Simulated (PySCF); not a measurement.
C₈H₈FN.
Cartesian coordinates in Å at the PBE0-D3(BJ)/def2-SVP level; atoms count from 1:
```xyz
18
C8H8FN angstrom
F      4.1685    0.9113   -0.8763
C      3.4044   -0.0015   -0.2035
C      1.9497    0.2544   -0.4569
N      1.0611   -0.4992    0.0375
C     -0.2963   -0.2236   -0.1554
C     -0.8262    1.0737   -0.0826
C     -2.1896    1.2856   -0.2719
C     -3.0397    0.2135   -0.5391
C     -2.5194   -1.0805   -0.5976
C     -1.1620   -1.3011   -0.3913
H      3.6676   -1.0213   -0.5349
H      3.6178    0.0664    0.8781
H      1.7280    1.1272   -1.1043
H     -0.1668    1.9121    0.1534
H     -2.5920    2.2991   -0.2029
H     -4.1084    0.3836   -0.6871
H     -3.1810   -1.9271   -0.7957
H     -0.7408   -2.3079   -0.4184
```

Level: B3LYP/def2-SVPD in PySCF, non-relativistic, on one gas-phase PBE0-D3(BJ)/def2-SVP geometry that isn't relaxed in the solvent. The solvent is an IEF-PCM continuum (van der Waals radii × 1.2). Only the electrostatic response of the medium enters.

Gas phase at B3LYP/def2-SVPD: HOMO -6.61 eV, LUMO -1.57 eV, dipole 0.86 D.

Task: What does the continuum do to the energy, the frontier levels and the dipole at B3LYP/def2-SVPD in chloroform and dichloromethane?

Result: 
| solvent | ε | E(solvent) − E(gas) (kcal/mol) | polarisation term (kcal/mol) | distortion of the solute (kcal/mol) | HOMO (eV) | LUMO (eV) | dipole (D) |
| --- | --- | --- | --- | --- | --- | --- | --- |
| chloroform | 4.711 | -3.95 | -4.36 | 0.41 | -6.57 | -1.48 | 0.87 |
| dichloromethane | 8.93 | -4.76 | -5.37 | 0.61 | -6.58 | -1.47 | 0.88 |

The first energy column is the sum of the next two and covers electrostatics alone. From chloroform to dichloromethane the lowering changes by a factor 1.20, Onsager's factor (ε − 1)/(2ε + 1) by 1.18 and ε itself by 1.9.

Task: Give the dipole vector in the frame of the coordinates (D, pointing from negative to positive charge), gas and dichloromethane.

Result: Gas (-0.85, 0.04, 0.05), solvent (-0.83, 0.30, -0.04). Its length changes by +3 % and its direction by 18°.

Task: How does the static polarisability (B3LYP/def2-SVPD, frozen core, with the continuum's full static response) change?

Result: 
| medium | isotropic (au) | principal values (au) | ⟨r²⟩ of the electrons (bohr²) |
| --- | --- | --- | --- |
| gas | 107.6 | 65.2, 102.4, 155.2 | 2001.9 |
| chloroform | 135.5 | 81.4, 133.2, 191.9 | 2001.1 |
| dichloromethane | 142.0 | 86.1, 140.8, 199.2 | 2000.9 |

The isotropic value in dichloromethane is 1.32 times the gas-phase one; no cavity-field correction is applied. ⟨r²⟩ is taken about the centre of nuclear charge.
